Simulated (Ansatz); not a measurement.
Geometry optimisation, RHF/6-31G (Ansatz 0.2.0).

Input:

```yaml
crystal:
  periodic: [false, false, false]
  atoms:
    - { symbol: Si, position_ang: [0.0, 0.0, 0.0] }
    - { symbol: O, position_ang: [0.0, 0.0, 1.68] }
    - { symbol: H, position_ang: [-0.9095, -0.2814, 2.0171] }
    - { symbol: H, position_ang: [1.3768, 0.0, -0.4862] }
    - { symbol: C, position_ang: [-0.8808, 1.5259, -0.6227] }
    - { symbol: H, position_ang: [-1.9334, 1.2723, -0.8671] }
    - { symbol: H, position_ang: [-0.8624, 2.3106, 0.1622] }
    - { symbol: H, position_ang: [-0.3704, 1.9025, -1.5336] }
    - { symbol: O, position_ang: [-0.7913, -1.3709, -0.5594] }
    - { symbol: C, position_ang: [-1.5365, -2.2685, 0.2501] }
    - { symbol: H, position_ang: [-1.2251, -2.1576, 1.3097] }
    - { symbol: H, position_ang: [-2.6187, -2.04, 0.1571] }
    - { symbol: H, position_ang: [-1.349, -3.3106, -0.083] }
basis:
  gaussian: { orbitals: "6-31G" }
hamiltonian:
  xc: hf
relax:
  f_tol: 0.02
  max_steps: 40
```

Command:

```bash
$ ansatz run input.yaml --threads 1 --pin off --max-ram 2048MiB --backend cpu --events-out ev --progress --plain --runs-dir out
```

Q: Where does it end, and by what steps?

A: The forces met the threshold. The force dipped under the threshold on the way, but the program's further checks kept it going. Limits of this set-up: no polarisation functions. After 26 steps the energy has fallen by 0.720 eV; H12 moved furthest, 1.04 Å.

```json
{"step": "0", "energy less start (eV)": "0.0000", "largest force component (eV/Å)": "3.103", "accepted": "yes"}
{"step": "1", "energy less start (eV)": "-0.4102", "largest force component (eV/Å)": "1.835", "accepted": "yes"}
{"step": "2", "energy less start (eV)": "-0.5382", "largest force component (eV/Å)": "0.839", "accepted": "yes"}
{"step": "3", "energy less start (eV)": "-0.5961", "largest force component (eV/Å)": "0.661", "accepted": "yes"}
{"step": "4", "energy less start (eV)": "-0.6351", "largest force component (eV/Å)": "0.332", "accepted": "yes"}
{"step": "5", "energy less start (eV)": "-0.6629", "largest force component (eV/Å)": "0.170", "accepted": "yes"}
{"step": "6", "energy less start (eV)": "-0.6834", "largest force component (eV/Å)": "0.097", "accepted": "yes"}
{"step": "7", "energy less start (eV)": "-0.6610", "largest force component (eV/Å)": "1.023", "accepted": "no"}
{"step": "8", "energy less start (eV)": "-0.6940", "largest force component (eV/Å)": "0.066", "accepted": "yes"}
{"step": "9", "energy less start (eV)": "-0.6991", "largest force component (eV/Å)": "0.165", "accepted": "yes"}
{"step": "10", "energy less start (eV)": "-0.7019", "largest force component (eV/Å)": "0.127", "accepted": "yes"}
{"step": "11", "energy less start (eV)": "-0.7040", "largest force component (eV/Å)": "0.072", "accepted": "yes"}
{"step": "12", "energy less start (eV)": "-0.7059", "largest force component (eV/Å)": "0.103", "accepted": "yes"}
{"step": "13", "energy less start (eV)": "-0.7069", "largest force component (eV/Å)": "0.200", "accepted": "yes"}
{"step": "14", "energy less start (eV)": "-0.7089", "largest force component (eV/Å)": "0.149", "accepted": "yes"}
{"step": "15", "energy less start (eV)": "-0.7116", "largest force component (eV/Å)": "0.130", "accepted": "yes"}
{"step": "16", "energy less start (eV)": "-0.7128", "largest force component (eV/Å)": "0.220", "accepted": "yes"}
{"step": "17", "energy less start (eV)": "-0.7152", "largest force component (eV/Å)": "0.100", "accepted": "yes"}
{"step": "18", "energy less start (eV)": "-0.7172", "largest force component (eV/Å)": "0.034", "accepted": "yes"}
{"step": "19", "energy less start (eV)": "-0.7164", "largest force component (eV/Å)": "0.247", "accepted": "no"}
{"step": "20", "energy less start (eV)": "-0.7154", "largest force component (eV/Å)": "0.186", "accepted": "no"}
{"step": "21", "energy less start (eV)": "-0.7180", "largest force component (eV/Å)": "0.011", "accepted": "yes"}
{"step": "22", "energy less start (eV)": "-0.7184", "largest force component (eV/Å)": "0.145", "accepted": "yes"}
{"step": "23", "energy less start (eV)": "-0.7194", "largest force component (eV/Å)": "0.029", "accepted": "yes"}
{"step": "24", "energy less start (eV)": "-0.7198", "largest force component (eV/Å)": "0.003", "accepted": "yes"}
{"step": "25", "energy less start (eV)": "-0.7198", "largest force component (eV/Å)": "0.095", "accepted": "yes"}
{"step": "26", "energy less start (eV)": "-0.7202", "largest force component (eV/Å)": "0.017", "accepted": "yes"}
```

```xyz
13
Properties=species:S:1:pos:R:3
Si -0.237 0.046 0.149
O 0.012 0.239 1.816
H -0.557 0.521 2.515
H 1.076 -0.432 -0.351
C -0.851 1.634 -0.663
H -1.821 1.913 -0.269
H -0.160 2.451 -0.491
H -0.958 1.489 -1.731
O -1.420 -1.124 -0.149
C -1.520 -2.519 0.105
H -1.621 -2.708 1.166
H -2.397 -2.883 -0.407
H -0.647 -3.045 -0.265
```

Whether the end is a true minimum wasn't checked by a vibrational analysis.

Run time: 46 s on 1 thread of Intel(R) Xeon(R) Platinum 8488C (Sapphire Rapids), on a shared host, peak memory 0.14 GiB.
